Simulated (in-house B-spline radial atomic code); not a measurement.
**RPBE excitations of Tl+**

Method: RPBE. Computed with a B-spline radial code for spherical atoms: linear response of the closed shell [Xe] 4f14 5d10 6s2 with the functional's adiabatic kernel; scalar-relativistic (spin-free one-electron X2C), finite nucleus, no spin-orbit coupling, no double excitations, S, P, D and F terms only; shells from n = 4 respond. Only terms of natural parity with L up to 3 were computed.

Spin-orbit coupling is strong here, so these LS terms don't match observed levels.

Command:
```bash
python run_td.py task.json out
```
Settings (radii: box in bohr, nucleus in fm):
```
Z                        81
electrons                80
configuration            [Xe] 4f14 5d10 6s2
hamiltonian              x2c
method                   rpbe,pbe
box_radius               41.61
rms_radius               5.4759
intervals                74
```

Time taken, with all properties: 6.2 s on 1 thread of Arm Neoverse N1, on a shared host.

The lowest states, in the order of their Tamm-Dancoff energies; the method's threshold (minus the highest occupied level) is 16.143 eV. Labels give the largest channel, * marks a mixed state, and oscillator strengths are full-response dipole values. Measured ¹D terms are left out, since they can mix with doubly excited terms. Semilocal kernels can invert the small singlet-triplet splittings of Rydberg terms. Energies in eV:

```
     state  full response  Tamm-Dancoff  oscillator strength  measured (J-weighted term)
6s → 6p 3P          7.159         7.249                    -                       7.098
6s → 6p 1P          9.103         9.373                 1.34                       9.381
6s → 7s 3S         12.084        12.090                    -                      13.047
6s → 7s 1S         12.432        12.457                    -                      13.390
6s → 6d 3D         13.477        13.486                    -                      14.452
6s → 6d 1D         13.600        13.605                    -                           -
6s → 7p 3P         13.678        13.700                    -                      14.992
6s → 7p 1P              ?             ?                    ?                           -
5d → 6p 3F              ?             ?                    -                           -
5d → 6p 3P         14.156        14.178                    -                           -
```

(1) Where does 6s → 7p 1P lie?

(2) Where does 5d → 6p 3F lie?

(3) How large is the singlet-triplet splitting of 6s → 6p (P terms) in Tamm-Dancoff?

(4) What polarisabilities and dispersion coefficient does the method give?

## Answers

(1) At 13.907 eV in full response, 13.924 eV in Tamm-Dancoff, oscillator strength 0.00149.

(2) At 14.128 eV in full response, 14.159 eV in Tamm-Dancoff.

(3) 2.12 eV, from the unrounded values.

(4) Dipole 20.22 bohr³, quadrupole 96.63 bohr⁵, C6 164.1 hartree·bohr⁶ for two such species.
